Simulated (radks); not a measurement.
Task: Species: Pm. Configuration: [Xe] 4f5 6s2 (the NIST ground configuration). Method: scalar-relativistic Kohn-Sham, PBEsol, spin-polarised, spherical densities, point nucleus; open shells are filled with parallel spins first (spin-orbit coupling, left out, can overturn this in heavy ions); computed with a radial shooting solver on a logarithmic mesh with Libxc functionals. Some entries of the table are withheld. Estimate them.

| orbital | occ. | eigenvalue (eV) | <1/r> (bohr^-1) |
|---|---|---|---|
| 1s up | 1 | -45004.14 | 67.41 |
| 1s down | 1 | -45004.14 | 67.41 |
| 2s up | 1 | -7316.716 | 15.59 |
| 2s down | 1 | -7316.689 | 15.59 |
| 2p up | 3 | -6534.633 | 14.66 |
| 2p down | 3 | -6534.615 | 14.66 |
| 3s up | 1 | -1595.295 | 5.691 |
| 3s down | 1 | -1593.837 | 5.695 |
| 3p up | 3 | -1349.760 | 5.371 |
| 3p down | 3 | -1348.310 | 5.375 |
| 3d up | 5 | -1012.957 | 5.098 |
| 3d down | 5 | -1011.833 | 5.102 |
| 4s up | 1 | -317.9970 | 2.387 |
| 4s down | 1 | -314.2850 | 2.387 |
| 4p up | 3 | -237.4461 | 2.197 |
| 4p down | 3 | -233.7215 | 2.198 |
| 4d up | 5 | -123.7201 | 1.924 |
| 4d down | 5 | -119.9867 | 1.923 |
| 5s up | 1 | (1) | 0.9238 |
| 5s down | 1 | (2) | 0.9092 |
| 5p up | 3 | -23.2848 | 0.7770 |
| 5p down | 3 | -21.5619 | 0.7595 |
| 6s up | 1 | -3.6410 | 0.2904 |
| 6s down | 1 | -3.4267 | 0.2810 |
| 4f up | 5 | -3.1874 | 1.313 |
| 4f down | 0 | -0.0187 | 1.239 |

Result: 
(1) 5s up eigenvalue (eV): -42.6841
(2) 5s down eigenvalue (eV): -40.4062
